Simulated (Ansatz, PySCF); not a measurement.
C3H6OSi, SMILES C1=CO[C@@H]1[SiH3]. Atoms are numbered in the order given.

```xyz
11

Si     1.6023     0.2288    -0.1093
C     -0.2248     0.0830    -0.6171
C     -1.2355     0.8625     0.1951
C     -1.6386    -0.3223     0.6907
O     -0.7866    -1.1484    -0.0121
H      2.1268     1.5524    -0.5587
H      1.6896     0.1241     1.3719
H      2.4007    -0.8520    -0.7549
H     -0.3785     0.0660    -1.7095
H     -1.4846     1.9113     0.3261
H     -2.3479    -0.7306     1.4136
```
Charge 0, spin multiplicity 1.

Coordinates come from a B3LYP-D3(BJ)/def2-SVP optimisation. The structure was generated by enumeration; whether it is a known compound was not checked.

Two levels are set side by side: PBE-D3(BJ)/def2-SVP (Ansatz, a quantum-chemistry and plane-wave program) and B3LYP-D3(BJ)/def2-SVP (Ansatz). Each level has its own optimised geometry; the coordinates shown are those of the second. Frequencies come from the Hessian of PySCF at each geometry. Differences are taken from unrounded values.

```csv
quantity,B3LYP-D3(BJ),PBE-D3(BJ),PBE-D3(BJ) minus B3LYP-D3(BJ)
mean bond length (Å),1.398,1.406,0.008
bond Si1–C2 (Å),1.902,1.909,0.007
bond C2–C3 (Å),1.513,1.511,-0.002
bond C2–O5 (Å),1.483,1.489,0.006
bond C3–C4 (Å),1.346,1.357,0.011
bond C4–O5 (Å),1.379,1.386,0.007
bond Si1–H6 (Å),1.493,1.506,0.013
bond Si1–H7 (Å),1.487,1.500,0.013
bond Si1–H8 (Å),1.491,1.504,0.013
bond C2–H9 (Å),1.103,1.112,0.009
bond C3–H10 (Å),1.086,1.094,0.008
bond C4–H11 (Å),1.092,1.100,0.008
highest harmonic wavenumber (cm⁻¹),3286,3224,-62
mean harmonic wavenumber (cm⁻¹),1260,1223,-38
zero-point energy (kcal/mol),48.64,47.20,-1.45
```

Exact exchange shortens and stiffens bonds; PBE has none. Differences between two approximate levels are no errors against the true value.
